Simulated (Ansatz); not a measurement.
`N#[C][Sn]([F])([F])[F]` + `N#CB(F)Cl` → `N#[C][Sn]([F])([F])[C]#N` + `FB(F)Cl`  (redistribution)

Computed with Ansatz on PBE0-D4/def2-TZVP structures; ΔE is electronic, products minus reactants. CBS: MP2 limit from def2 TZ/QZ plus the TZ coupled-cluster correction, frozen cores. This one scheme is used for every species. Functionals use def2-TZVPP. HSE06 is defined as in plane-wave codes. Elements past krypton have def2 core potentials. For Sn outer-core shells are correlated without core-valence functions, which leaves a few kJ/mol of doubt a bond.

| level | ΔE (kcal/mol) |
| --- | --- |
| BLYP-D4 | -12.9 |
| r2SCAN-D4 | -14.6 |
| HSE06-D4 | -15.8 |
| B2PLYP | -15.8 |
| PBE0 | -15.6 |
| MP2/def2-SVP | -18.5 |
| MP2/CBS(def2) | -16.1 |
| CCSD/CBS(def2) | -16.9 |

Q: What does CCSD(T)/CBS give? (Estimate.)

A: Computed: -16.4 kcal/mol. The listed levels differ from it by 3.5, 1.8, 0.6, 0.6, 0.8, -2.1, 0.3, -0.5 kcal/mol.

Q: What do rigid-rotor, harmonic-oscillator terms from PBE0-D4/def2-TZVP frequencies (298.15 K, 1 bar) make of the CCSD(T)/CBS value? (Estimate.)

A: Computed: ΔZPE = +0.1 kcal/mol, ΔH = -16.2 kcal/mol, ΔS = -1 J/(mol·K), ΔG = -16.2 kcal/mol.

Largest T1 diagnostic among the species: 0.015.

In def2-TZVPP, CCSD(T) changes the Hartree–Fock value by +0.8 kcal/mol (the triples alone add +0.5 kcal/mol) and MP2 by +1.2 kcal/mol. At CCSD(T), def2-SVP lies −2.9 kcal/mol from the extrapolated value and def2-TZVPP −2.0 kcal/mol. From PBE to PBE0 (25 % exact exchange), in def2-TZVPP and without D4, ΔE moves by −2.4 kcal/mol.
